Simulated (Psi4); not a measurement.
ClTl, singlet, geometry from GFN2-xTB (such geometries of metal compounds can be far from the true shape) (core potentials on Tl); HF/def2-SV(P) (Psi4).

Psi4 was given this input:
```
memory 2 GB

molecule mol {
0 1
Tl   -0.000000   -0.000000   -0.449804
Cl    0.000000    0.000000    2.143186
}

set {
  basis def2-sv(p)
  reference uhf
  stability_analysis follow
  scf_type pk
}

energy('scf')
print_variables()
```

The log (banner, timings and long lists left out):

```
   => Loading Basis Set <=

    Name: DEF2-SV(P)
    Role: ORBITAL
    Keyword: BASIS

    !!!  WARNING: ECP capability is in beta. Please check occupations closely.  !!!

         ---------------------------------------------------------
                                   SCF
               by Justin Turney, Rob Parrish, Andy Simmonett
                          and Daniel G. A. Smith
                              UHF Reference
         ---------------------------------------------------------

  ==> Geometry <==

    Molecular point group: c2v
    Full point group: C_inf_v

    Geometry (in Angstrom), charge = 0, multiplicity = 1:

       Center              X                  Y                   Z               Mass
    ------------   -----------------  -----------------  -----------------  -----------------
         TL           0.000000000000     0.000000000000    -0.377897164420   204.974427800000
         CL           0.000000000000     0.000000000000     2.215092835580    34.968852682000

  Running in c2v symmetry.

  Rotational constants: A = ************  B =      0.08393  C =      0.08393 [cm^-1]
  Rotational constants: A = ************  B =   2516.18774  C =   2516.18774 [MHz]
  Nuclear repulsion =   72.856534043397787

  Charge       = 0
  Multiplicity = 1
  Electrons    = 38
  Nalpha       = 19
  Nbeta        = 19

  ==> Algorithm <==

  SCF Algorithm Type is PK.
  DIIS enabled.
  MOM disabled.
  Fractional occupation disabled.
  Guess Type is SAD.
  Energy threshold   = 1.00e-06
  Density threshold  = 1.00e-06
  Integral threshold = 1.00e-12

  ==> Primary Basis <==

  Basis Set: DEF2-SV(P)
    Blend: DEF2-SV(P)
    Number of shells: 18
    Number of basis functions: 44
    Number of Cartesian functions: 47
    Spherical Harmonics?: true
    Max angular momentum: 2

  Core potential: DEF2-SV(P)
    Number of shells: 4
    Number of ECP primitives: 26
    Number of ECP core electrons: 60
    Max angular momentum: 3

  ==> Integral Setup <==

  Using in-core PK algorithm.
   Calculation information:
      Number of atoms:                   2
      Number of AO shells:              18
      Number of primitives:             41
      Number of atomic orbitals:        47
      Number of basis functions:        44

      Integral cutoff                 1.00e-12
      Number of threads:                 1

  Performing in-core PK
  Using 981090 doubles for integral storage.
  We computed 14143 shell quartets total.
  Whereas there are 14706 unique shell quartets.

  ==> DiskJK: Disk-Based J/K Matrices <==

    J tasked:                  Yes
    K tasked:                  Yes
    wK tasked:                  No
    Schwarz Cutoff:          1E-12

  Minimum eigenvalue in the overlap matrix is 3.6366323679E-02.
  Reciprocal condition number of the overlap matrix is 1.2048857635E-02.
    Using symmetric orthogonalization.

  ==> Pre-Iterations <==

  SCF Guess: Superposition of Atomic Densities via on-the-fly atomic UHF (no occupation information).

   -------------------------
    Irrep   Nso     Nmo
   -------------------------
     A1        21      21
     A2         3       3
     B1        10      10
     B2        10      10
   -------------------------
    Total      44      44
   -------------------------

  ==> Iterations <==

                        Total Energy        Delta E     RMS |[F,P]|

   @UHF iter SAD:  -629.46331607238460   -6.29463e+02   0.00000e+00
   @UHF iter   1:  -630.90380420518454   -1.44049e+00   9.86047e-03 ADIIS/DIIS
   @UHF iter   2:  -630.94153359384245   -3.77294e-02   3.88997e-03 ADIIS/DIIS
   @UHF iter   3:  -630.94574513022872   -4.21154e-03   4.25455e-04 ADIIS/DIIS
   @UHF iter   4:  -630.94587101746777   -1.25887e-04   1.67509e-04 ADIIS/DIIS
   @UHF iter   5:  -630.94589455427285   -2.35368e-05   4.02897e-05 DIIS
   @UHF iter   6:  -630.94589697573088   -2.42146e-06   1.09348e-05 DIIS
   @UHF iter   7:  -630.94589722407295   -2.48342e-07   2.83432e-06 DIIS
   @UHF iter   8:  -630.94589723887680   -1.48038e-08   5.84665e-07 DIIS
  Energy and wave function converged.

    Wavefunction stable under totally symmetric rotations.
    Lowest totally symmetric eigenvalue: 0.139027
    Lowest UHF->UHF stability eigenvalues:
      B1 0.087384        B2 0.087384        A1 0.139027        A2 0.201979

    Stability analysis over.

  ==> Post-Iterations <==

   @Spin Contamination Metric:   0.000000000E+00
   @S^2 Expected:                0.000000000E+00
   @S^2 Observed:                0.000000000E+00
   @S   Expected:                0.000000000E+00
   @S   Observed:                0.000000000E+00

    Orbital Energies [Eh]
    ---------------------

    Alpha Occupied:

       1A1  -104.700077     2A1   -10.460667     3A1    -7.934630
       1B1    -7.933406     1B2    -7.933406     4A1    -5.672040
       2B2    -3.499267     2B1    -3.499267     5A1    -3.493343
       6A1    -0.984227     1A2    -0.875474     7A1    -0.875474
       3B2    -0.869192     3B1    -0.869192     8A1    -0.863185
       9A1    -0.503815     4B2    -0.384087     4B1    -0.384087
      10A1    -0.351308

    Alpha Virtual:

       5B2     0.020541     5B1     0.020541    11A1     0.086355
      12A1     0.265703     6B2     0.287759     6B1     0.287759
      13A1     0.311418    14A1     0.443002     2A2     0.443002
       7B2     0.464588     7B1     0.464588    15A1     0.570388
      16A1     0.874086    17A1     1.125464     3A2     1.125464
       8B1     1.138963     8B2     1.138963    18A1     1.152889
       9B2     1.266029     9B1     1.266029    19A1     1.489121
      10B2    19.203805    10B1    19.203805    20A1    19.622590
      21A1    57.128129

    Beta Occupied:

       1A1  -104.700077     2A1   -10.460667     3A1    -7.934630
       1B1    -7.933406     1B2    -7.933406     4A1    -5.672040
       2B2    -3.499267     2B1    -3.499267     5A1    -3.493343
       6A1    -0.984227     1A2    -0.875474     7A1    -0.875474
       3B2    -0.869192     3B1    -0.869192     8A1    -0.863185
       9A1    -0.503815     4B2    -0.384087     4B1    -0.384087
      10A1    -0.351308

    Beta Virtual:

       5B2     0.020541     5B1     0.020541    11A1     0.086355
      12A1     0.265703     6B2     0.287759     6B1     0.287759
      13A1     0.311418    14A1     0.443002     2A2     0.443002
       7B2     0.464588     7B1     0.464588    15A1     0.570388
      16A1     0.874086    17A1     1.125464     3A2     1.125464
       8B1     1.138963     8B2     1.138963    18A1     1.152889
       9B2     1.266029     9B1     1.266029    19A1     1.489121
      10B2    19.203805    10B1    19.203805    20A1    19.622590
      21A1    57.128129

    Final Occupation by Irrep:
             A1    A2    B1    B2
    DOCC [    10,    1,    4,    4 ]
    SOCC [     0,    0,    0,    0 ]
    NA   [    10,    1,    4,    4 ]
    NB   [    10,    1,    4,    4 ]

  @UHF Final Energy:  -630.94589723887680

   => Energetics <=

    Nuclear Repulsion Energy =             72.8565340433977866
    One-Electron Energy =               -1083.4325617927529493
    Two-Electron Energy =                 379.6301305104783523
    Total Energy =                       -630.9458972388767961

  UHF NO Occupations:
  HONO-2 :    9 A1 2.0000000
  HONO-1 :   10 A1 2.0000000
  HONO-0 :    4 B1 2.0000000
  LUNO+0 :   11 A1 0.0000000
  LUNO+1 :    5 B2 0.0000000
  LUNO+2 :    5 B1 0.0000000
  LUNO+3 :    6 B2 0.0000000

Computation Completed

Properties will be evaluated at   0.000000,   0.000000,   0.000000 [a0]

Properties computed using the SCF density matrix

 Multipole Moments:

 ------------------------------------------------------------------------------------
     Multipole            Electronic (a.u.)      Nuclear  (a.u.)        Total (a.u.)
 ------------------------------------------------------------------------------------

 L = 1.  Multiply by 2.5417464519 to convert [e a0] to [Debye]
 Dipole X            :          0.0000000            0.0000000            0.0000000
 Dipole Y            :          0.0000000            0.0000000            0.0000000
 Dipole Z            :        -58.1971888           56.1640546           -2.0331342
 Magnitude           :                                                    2.0331342

 ------------------------------------------------------------------------------------

  Variable Map:
  ----------------------------------------------------------------------------
  "CURRENT ENERGY"           =>    -630.945897238877
  "CURRENT REFERENCE ENERGY" =>    -630.945897238877
  "DD SOLVATION ENERGY"      =>       0.000000000000
  "HF KINETIC ENERGY"        =>     516.002901714951
  "HF POTENTIAL ENERGY"      =>   -1146.948798953828
  "HF TOTAL ENERGY"          =>    -630.945897238877
  "HF VIRIAL RATIO"          =>       2.222756490597
  "NUCLEAR REPULSION ENERGY" =>      72.856534043398
  "ONE-ELECTRON ENERGY"      =>   -1083.432561792753
  "PCM POLARIZATION ENERGY"  =>       0.000000000000
  "PE ENERGY"                =>       0.000000000000
  "SCF ITERATION ENERGY"     =>    -630.945897238877
  "SCF ITERATIONS"           =>       8.000000000000
  "SCF TOTAL ENERGY"         =>    -630.945897238877
  "TWO-ELECTRON ENERGY"      =>     379.630130510478
```
